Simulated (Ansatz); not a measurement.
MgSiH$_{5}$ClO, closed shell: a relaxation.

The input file, in.yaml:

```yaml
crystal:
  periodic: [false, false, false]
  atoms:
    - {symbol: Mg, position_ang: [-0.774112, -0.892318, -1.763978]}
    - {symbol: H, position_ang: [0.937939, -0.765519, -1.962001]}
    - {symbol: Cl, position_ang: [-2.929905, -1.276019, -2.199861]}
    - {symbol: H, position_ang: [0.698363, -0.217040, -0.644497]}
    - {symbol: O, position_ang: [0.114209, -0.091104, -0.128465]}
    - {symbol: Si, position_ang: [0.422798, 0.653006, 1.363552]}
    - {symbol: H, position_ang: [1.094685, 1.949934, 1.110055]}
    - {symbol: H, position_ang: [1.308432, -0.224858, 2.165156]}
    - {symbol: H, position_ang: [-0.872209, 0.863917, 2.059938]}
basis:
  gaussian: {orbitals: def2-TZVP}
hamiltonian: {xc: pbe0, dispersion: d4}
relax: {f_tol: 0.005, max_steps: 200}
```

Launched with

```bash
ansatz run in.yaml --threads 4 --pin off --events-out ev --progress --plain --max-ram 9574MiB
```

The run's output (Ansatz 0.2.0):

```
Functional definition: PBE0
  name "PBE0"
  cite "Adamo & Barone, J. Chem. Phys. 110, 6158 (1999) doi:10.1063/1.478522"
  cite "Perdew, Burke & Ernzerhof, Phys. Rev. Lett. 77, 3865 (1996) doi:10.1103/PhysRevLett.77.3865"
  parent pbe
  parameter a = 0.25
  parameter kappa = 0.804
  parameter beta = 0.06672455060314922
  exchange = (1 - a)*pbe_x(kappa = kappa, mu = beta*pi^2/3) + a*exact_x
  correlation = pbe_c(beta = beta)
1195 factors; their error is unknown
mean field evaluation 1: about -27958.0499 eV, gradient 5.7e1 eV
mean field evaluation 2: about -27950.8118 eV, gradient 8.5e1 eV
mean field evaluation 4: about -27963.3820 eV, gradient 3.6e0 eV
mean field evaluation 8: about -27963.4067 eV, gradient 1.9e-2 eV
mean field evaluation 16: about -27963.5028 eV, gradient 1.2e-5 eV
mean field -27963.50278340 eV, -1027.6397729470 hartree, gradient 1.2e-5 eV, S^2 0.000000; 0 other end points of the search recorded, 0 dependent functions left out
the calculation of the forces begins
reference -27963.50282279 eV, -1027.6397743945 hartree; 28, 28 occupied and 139, 139 virtual orbitals, 1195 factors
relax step   1: F+E_penalty+E_count = -27963.64414472 eV  Δ(F+E_penalty+E_count) = +0.000e0 eV  max|allowed force component| = 1.350e1 eV/Å  Δτ_max = 0.0000 Å  (26 SCF iters, accepted)
relax step   2: F+E_penalty+E_count = -27965.22040593 eV  Δ(F+E_penalty+E_count) = -1.576e0 eV  max|allowed force component| = 1.734e0 eV/Å  Δτ_max = 0.1950 Å  (28 SCF iters, accepted)
relax step   3: F+E_penalty+E_count = -27965.28220286 eV  Δ(F+E_penalty+E_count) = -6.180e-2 eV  max|allowed force component| = 5.592e-1 eV/Å  Δτ_max = 0.0742 Å  (30 SCF iters, accepted)
relax step   4: F+E_penalty+E_count = -27965.30350955 eV  Δ(F+E_penalty+E_count) = -2.131e-2 eV  max|allowed force component| = 2.166e-1 eV/Å  Δτ_max = 0.0816 Å  (29 SCF iters, accepted)
relax step   5: F+E_penalty+E_count = -27965.32366474 eV  Δ(F+E_penalty+E_count) = -2.016e-2 eV  max|allowed force component| = 5.795e-1 eV/Å  Δτ_max = 0.1883 Å  (30 SCF iters, accepted)
relax step   6: F+E_penalty+E_count = -27965.34551337 eV  Δ(F+E_penalty+E_count) = -2.185e-2 eV  max|allowed force component| = 5.406e-1 eV/Å  Δτ_max = 0.1950 Å  (28 SCF iters, accepted)
relax step   7: F+E_penalty+E_count = -27965.36325142 eV  Δ(F+E_penalty+E_count) = -1.774e-2 eV  max|allowed force component| = 3.606e-1 eV/Å  Δτ_max = 0.0843 Å  (29 SCF iters, accepted)
relax step   8: F+E_penalty+E_count = -27965.39124705 eV  Δ(F+E_penalty+E_count) = -2.800e-2 eV  max|allowed force component| = 1.683e-1 eV/Å  Δτ_max = 0.1939 Å  (27 SCF iters, accepted)
relax step   9: F+E_penalty+E_count = -27965.41010033 eV  Δ(F+E_penalty+E_count) = -1.885e-2 eV  max|allowed force component| = 1.979e-1 eV/Å  Δτ_max = 0.1977 Å  (28 SCF iters, accepted)
relax step  10: F+E_penalty+E_count = -27965.42590619 eV  Δ(F+E_penalty+E_count) = -1.581e-2 eV  max|allowed force component| = 2.204e-1 eV/Å  Δτ_max = 0.1900 Å  (27 SCF iters, accepted)
relax step  11: F+E_penalty+E_count = -27965.43206487 eV  Δ(F+E_penalty+E_count) = -6.159e-3 eV  max|allowed force component| = 2.644e-1 eV/Å  Δτ_max = 0.1937 Å  (28 SCF iters, accepted)
relax step  12: F+E_penalty+E_count = -27965.43491887 eV  Δ(F+E_penalty+E_count) = -2.854e-3 eV  max|allowed force component| = 1.916e-1 eV/Å  Δτ_max = 0.0443 Å  (30 SCF iters, accepted)
relax step  13: F+E_penalty+E_count = -27965.43615967 eV  Δ(F+E_penalty+E_count) = -1.241e-3 eV  max|allowed force component| = 1.262e-1 eV/Å  Δτ_max = 0.0153 Å  (30 SCF iters, accepted)
relax step  14: F+E_penalty+E_count = -27965.43679245 eV  Δ(F+E_penalty+E_count) = -6.328e-4 eV  max|allowed force component| = 3.774e-2 eV/Å  Δτ_max = 0.0170 Å  (30 SCF iters, accepted)
relax step  15: F+E_penalty+E_count = -27965.43690913 eV  Δ(F+E_penalty+E_count) = -1.167e-4 eV  max|allowed force component| = 6.179e-3 eV/Å  Δτ_max = 0.0103 Å  (31 SCF iters, accepted)
relax step  16: F+E_penalty+E_count = -27965.43693263 eV  Δ(F+E_penalty+E_count) = -2.350e-5 eV  max|allowed force component| = 8.268e-3 eV/Å  Δτ_max = 0.0063 Å  (22 SCF iters, accepted)
relax step  17: F+E_penalty+E_count = -27965.43696993 eV  Δ(F+E_penalty+E_count) = -3.730e-5 eV  max|allowed force component| = 2.068e-2 eV/Å  Δτ_max = 0.0117 Å  (30 SCF iters, accepted)
relax step  18: F+E_penalty+E_count = -27965.43700310 eV  Δ(F+E_penalty+E_count) = -3.318e-5 eV  max|allowed force component| = 7.124e-2 eV/Å  Δτ_max = 0.0764 Å  (29 SCF iters, accepted)
relax step  19: F+E_penalty+E_count = -27965.43724156 eV  Δ(F+E_penalty+E_count) = -2.385e-4 eV  max|allowed force component| = 3.657e-2 eV/Å  Δτ_max = 0.0179 Å  (30 SCF iters, accepted)
relax step  20: F+E_penalty+E_count = -27965.43768693 eV  Δ(F+E_penalty+E_count) = -4.454e-4 eV  max|allowed force component| = 2.779e-2 eV/Å  Δτ_max = 0.0342 Å  (30 SCF iters, accepted)
relax step  21: F+E_penalty+E_count = -27965.43723772 eV  Δ(F+E_penalty+E_count) = +4.492e-4 eV  max|allowed force component| = 2.215e-1 eV/Å  Δτ_max = 0.1953 Å  (27 SCF iters, rejected (line search))
relax step  22: F+E_penalty+E_count = -27965.43470568 eV  Δ(F+E_penalty+E_count) = +2.981e-3 eV  max|allowed force component| = 1.566e-1 eV/Å  Δτ_max = 0.0471 Å  (29 SCF iters, rejected (line search))
relax step  23: F+E_penalty+E_count = -27965.43810286 eV  Δ(F+E_penalty+E_count) = -4.159e-4 eV  max|allowed force component| = 5.373e-3 eV/Å  Δτ_max = 0.0229 Å  (30 SCF iters, accepted)
relax step  24: F+E_penalty+E_count = -27965.43974300 eV  Δ(F+E_penalty+E_count) = -1.640e-3 eV  max|allowed force component| = 4.536e-2 eV/Å  Δτ_max = 0.0979 Å  (27 SCF iters, accepted)
relax step  25: F+E_penalty+E_count = -27965.44204255 eV  Δ(F+E_penalty+E_count) = -2.300e-3 eV  max|allowed force component| = 1.519e-1 eV/Å  Δτ_max = 0.1434 Å  (28 SCF iters, accepted)
relax step  26: F+E_penalty+E_count = -27965.44501871 eV  Δ(F+E_penalty+E_count) = -2.976e-3 eV  max|allowed force component| = 2.046e-1 eV/Å  Δτ_max = 0.1090 Å  (29 SCF iters, accepted)
relax step  27: F+E_penalty+E_count = -27965.45138273 eV  Δ(F+E_penalty+E_count) = -6.364e-3 eV  max|allowed force component| = 2.642e-1 eV/Å  Δτ_max = 0.1657 Å  (27 SCF iters, accepted)
relax step  28: F+E_penalty+E_count = -27965.46077167 eV  Δ(F+E_penalty+E_count) = -9.389e-3 eV  max|allowed force component| = 3.141e-1 eV/Å  Δτ_max = 0.1802 Å  (28 SCF iters, accepted)
relax step  29: F+E_penalty+E_count = -27965.46901227 eV  Δ(F+E_penalty+E_count) = -8.241e-3 eV  max|allowed force component| = 3.385e-1 eV/Å  Δτ_max = 0.1595 Å  (28 SCF iters, accepted)
relax step  30: F+E_penalty+E_count = -27965.49414766 eV  Δ(F+E_penalty+E_count) = -2.514e-2 eV  max|allowed force component| = 9.432e-2 eV/Å  Δτ_max = 0.1142 Å  (27 SCF iters, accepted)
relax step  31: F+E_penalty+E_count = -27965.49615339 eV  Δ(F+E_penalty+E_count) = -2.006e-3 eV  max|allowed force component| = 4.961e-2 eV/Å  Δτ_max = 0.0288 Å  (30 SCF iters, accepted)
relax step  32: F+E_penalty+E_count = -27965.49621333 eV  Δ(F+E_penalty+E_count) = -5.994e-5 eV  max|allowed force component| = 4.859e-2 eV/Å  Δτ_max = 0.0022 Å  (19 SCF iters, accepted)
relax step  33: F+E_penalty+E_count = -27965.49822701 eV  Δ(F+E_penalty+E_count) = -2.014e-3 eV  max|allowed force component| = 1.302e-1 eV/Å  Δτ_max = 0.0866 Å  (29 SCF iters, accepted)
relax step  34: F+E_penalty+E_count = -27965.49898215 eV  Δ(F+E_penalty+E_count) = -7.551e-4 eV  max|allowed force component| = 2.235e-2 eV/Å  Δτ_max = 0.0168 Å  (30 SCF iters, accepted)
relax step  35: F+E_penalty+E_count = -27965.49904479 eV  Δ(F+E_penalty+E_count) = -6.264e-5 eV  max|allowed force component| = 5.720e-3 eV/Å  Δτ_max = 0.0073 Å  (31 SCF iters, accepted)
relax step  36: F+E_penalty+E_count = -27965.49904856 eV  Δ(F+E_penalty+E_count) = -3.778e-6 eV  max|allowed force component| = 7.489e-4 eV/Å  Δτ_max = 0.0019 Å  (19 SCF iters, accepted)
Total energy: -27965.49908872 eV, -1027.7131358142 hartree
Atom 0 at    -0.413838    -1.022925    -1.675254 Å, force     0.000276    -0.000151    -0.000637 eV/Å
Atom 1 at     0.446864    -1.229618    -3.131287 Å, force     0.000248     0.000050    -0.000257 eV/Å
Atom 2 at    -2.141610    -1.333557    -0.290025 Å, force    -0.000642     0.000014     0.000749 eV/Å
Atom 3 at     1.464422     0.531323    -0.608702 Å, force     0.000129    -0.000268     0.000411 eV/Å
Atom 4 at     0.609981     0.173413    -0.353054 Å, force    -0.000054     0.000007    -0.000624 eV/Å
Atom 5 at     0.076911     0.613083     1.206942 Å, force     0.000203     0.000492     0.000293 eV/Å
Atom 6 at     1.181563     1.469357     1.714724 Å, force    -0.000194     0.000010     0.000196 eV/Å
Atom 7 at    -0.056713    -0.595978     2.038592 Å, force     0.000171    -0.000019    -0.000156 eV/Å
Atom 8 at    -1.167381     1.394901     1.097963 Å, force    -0.000137    -0.000135     0.000027 eV/Å
Dipole moment:     0.708146     0.571521     0.372053 e Å

[the SCF lines of later steps are left out]
```

The run took about 90 s on 4 CPU threads of an Arm Neoverse V1 (shared host).
